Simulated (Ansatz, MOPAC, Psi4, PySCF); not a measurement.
System: CH2S, charge 0, multiplicity 1. SMILES: C=S
Geometry from a B3LYP-D3(BJ)/def2-TZVP (Ansatz, an electronic-structure program) optimisation:
```xyz
4

C     -0.9907     0.1914    -0.1620
S      0.5657    -0.1093     0.0925
H     -1.3280     1.0050    -0.8021
H     -1.7796    -0.4045     0.2939
```
Charge 0, spin multiplicity 1.

Wanted: size of the dipole moment, in D. Set-up: LANL2DZ with its own core potentials from Na on; no dispersion term unless named; spin-orbit terms left out; 6-31G* and kin with 6d, 5d where marked; non-relativistic; 6-311+G** with 5d, 6d on Na to Ar in Ansatz. Ab initio and DFT rows: single points at B3LYP-D3(BJ) geometries (Ansatz). Semi-empirical rows: dipoles at the shared geometry.

Measured values: NIST CCCBDB, as tabulated in the package chemicals; dipoles are vibrational averages. 

Value to compare with, the measured value: 1.65 D.

| level | program | size of the dipole moment (D) | error |
|---|---|---|---|
| PM3 | MOPAC | 2.35 | 0.70 |
| PBE/LANL2DZ | Ansatz | 1.85 | 0.20 |
| PBE/def2-SVP | Ansatz | 1.54 | -0.11 |
| PBE/6-311+G** | Ansatz | 1.71 | 0.06 |
| B3LYP/STO-3G | Ansatz | 0.64 | -1.01 |
| B3LYP/3-21G | Ansatz | 1.91 | 0.26 |
| B3LYP/6-31G | Ansatz | 2.03 | 0.38 |
| B3LYP/6-31G* | Ansatz | 1.87 | 0.22 |
| M06-2X/6-31G* (5d) | PySCF | 1.83 | 0.18 |
| wB97X-D/6-311+G** | Psi4 | 1.85 | 0.20 |

Among the 10 habitual levels, B3LYP/STO-3G lies farthest from the measured value (-1.01 D); 8 of 10 lie above it, and their mean absolute error is 0.33 D, the median 0.21. One case shows no general order.

The levels are drawn from those run, B3LYP/6-31G* more often than the rest, none by its result; left out are runs that failed, that the program found above a lower state of the same kind, or whose <S^2> lies over 0.5 above the pure value.
